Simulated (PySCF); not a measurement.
H3Si, SMILES [SiH3-], charge -1. Geometry: PBE-D3(BJ)/def2-TZVPD.

Computed equilibrium geometry at PBE-D3(BJ)/def2-TZVPD (PySCF confirms it by a frequency run) as bond lengths and angles, and its point group:
point group C3v.
Atoms: Si1 H2 H3 H4. Bond lengths (Å): Si1–H2 1.557, Si1–H3 1.557, Si1–H4 1.557. Angles (°): H2–Si1–H3 93.3, H2–Si1–H4 93.3, H3–Si1–H4 93.3.
Charge -1, spin multiplicity 1.
